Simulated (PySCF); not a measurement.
1-chlorocyclopenta-1,3-diene (C₅H₅Cl), SMILES C1C=C(Cl)CC=1.

Geometry: ωB97X-D3(BJ)/def2-SVP. One conformer was computed; it need not be the lowest.

Method: PySCF with ωB97X-D3(BJ)/def2-SVP.

Frequencies are harmonic and unscaled.

Computed vibrational spectrum:
| mode | ν (cm⁻¹) | IR (km/mol) | Raman (Å⁴/amu) | depolarisation | moving atoms (share of kinetic energy) |
|---|---|---|---|---|---|
| 1 | 219 | 0.1 | 0.3 | 0.75 | C 66 %, H 21 %, Cl 13 % |
| 2 | 296 | 1.2 | 3.3 | 0.75 | C 61 %, Cl 24 %, H 16 % |
| 3 | 367 | 13.1 | 1.8 | 0.75 | H 56 %, C 43 % |
| 4 | 480 | 9.7 | 5.8 | 0.29 | Cl 57 %, C 37 % |
| 5 | 521 | 0.2 | 0.1 | 0.75 | C 62 %, H 38 % |
| 6 | 701 | 39.9 | 2.2 | 0.75 | H 80 %, C 20 % |
| 7 | 821 | 7.0 | 2.9 | 0.65 | C 90 %, H 10 % |
| 8 | 883 | 14.8 | 2.9 | 0.19 | C 81 %, H 16 % |
| 9 | 902 | 4.3 | 3.9 | 0.75 | H 60 %, C 40 % |
| 10 | 920 | 20.1 | 2.0 | 0.75 | H 53 %, C 47 % |
| 11 | 973 | 14.0 | 6.2 | 0.42 | H 60 %, C 40 % |
| 12 | 987 | 0.0 | 1.6 | 0.75 | H 75 %, C 25 % |
| 13 | 1013 | 1.3 | 0.8 | 0.63 | H 63 %, C 37 % |
| 14 | 1116 | 3.1 | 7.1 | 0.51 | H 73 %, C 26 % |
| 15 | 1125 | 0.0 | 7.4 | 0.75 | H 87 %, C 13 % |
| 16 | 1126 | 7.8 | 15.1 | 0.30 | C 68 %, H 30 % |
| 17 | 1246 | 1.5 | 5.4 | 0.64 | H 70 %, C 29 % |
| 18 | 1343 | 28.8 | 0.3 | 0.20 | C 73 %, H 26 % |
| 19 | 1387 | 25.3 | 7.8 | 0.33 | H 65 %, C 34 % |
| 20 | 1408 | 5.5 | 25.4 | 0.73 | H 64 %, C 36 % |
| 21 | 1630 | 33.9 | 88.5 | 0.16 | C 95 % |
| 22 | 1707 | 23.3 | 5.4 | 0.51 | C 92 % |
| 23 | 3084 | 1.2 | 141.2 | 0.14 | H 94 % |
| 24 | 3136 | 1.1 | 91.8 | 0.75 | H 91 %, C 9 % |
| 25 | 3237 | 4.3 | 90.4 | 0.72 | H 92 %, C 8 % |
| 26 | 3259 | 5.4 | 45.4 | 0.55 | H 91 %, C 9 % |
| 27 | 3266 | 0.8 | 185.4 | 0.11 | H 90 %, C 10 % |
